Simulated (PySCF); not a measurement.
A side-by-side comparison of computed properties.

First species: C5H10N2.
SMILES: `C=N/N=C(\C)CC`

Second species: C2H12Si3.
SMILES: `[SiH2](C[SiH3])C[SiH3]`

Levels: B3LYP/def2-SVPD for dipole moment, HOMO energy, LUMO energy, HOMO–LUMO gap, static isotropic polarisability and electronic spatial extent ⟨r²⟩ about the centre of nuclear charge; TDDFT B3LYP/def2-SVPD for lowest singlet excitation; TDA B3LYP/def2-SVPD for lowest triplet excitation (Tamm–Dancoff); GFN2-xTB for rotational constant A and rotational constant C. Geometries: GFN2-xTB. Each structure is a single optimised conformer of the isolated species, non-relativistic unless stated. Electronic properties by PySCF.

Dipoles, sizes and rotational constants follow the conformer. The torsions of the flexible species, by atom-mapped SMILES:
- `[CH2:1]=[N:2]/[N:3]=[C:4](\[CH3:5])[CH2:6][CH3:7]`: C1–N2–N3–C4 -99°, N3–C4–C6–C7 108°
- `[SiH3:1][CH2:2][SiH2:3][CH2:4][SiH3:5]`: Si1–C2–Si3–C4 -177°, C2–Si3–C4–Si5 51°

(1) Which of the two has the higher rotational constant C, and by how much?

(2) Which of the two has the higher rotational constant A, and by how much?

(3) Which of the two has the higher LUMO energy, and by how much?

(4) Which of the two has the higher T1 energy, and by how much?

(5) Which has the higher dipole moment?

(6) Which of the two has the higher HOMO energy, and by how much?

(7) Which of the two has the higher ⟨r²⟩, and by how much?

(8) Which has the higher static isotropic polarisability?

Results:

(1) The first: 1.283 GHz against 0.803 GHz, a difference of 0.480 GHz.

(2) The first: 6.086 GHz against 4.838 GHz, a difference of 1.248 GHz.

(3) The second: -0.03 eV against -0.50 eV, a difference of 0.47 eV.

(4) The second: 7.06 eV against 3.86 eV, a difference of 3.20 eV.

(5) The first: 1.99 D against 0.86 D, a difference of 1.13 D.

(6) The first: -6.49 eV against -8.19 eV, a difference of 1.70 eV.

(7) The second: 1477 bohr² against 985 bohr², a difference of 492 bohr².

(8) The second: 107.6 au against 84.4 au, a difference of 23.2 au.

On the first: The polarisability is 12.50 Å³ as a volume (1 au = 0.148185 Å³), or 1.56 au for each of the 54 electrons. The vertical singlet–triplet gap S1 − T1 is 0.79 eV (TDDFT singlet less Tamm–Dancoff triplet; S1: HOMO→LUMO, weight 0.85; T1: HOMO−1→LUMO, weight 0.50, beside HOMO→LUMO, weight 0.39). GFN2-xTB frequencies show an imaginary mode (30i cm⁻¹), so this geometry is no minimum at that level.

On the second: S1 lies 0.87 eV below the HOMO–LUMO gap; its leading configuration is HOMO→LUMO, weight 0.97. The principal polarisabilities are 91.5, 101.7 and 129.5 au; their mean is the isotropic value.
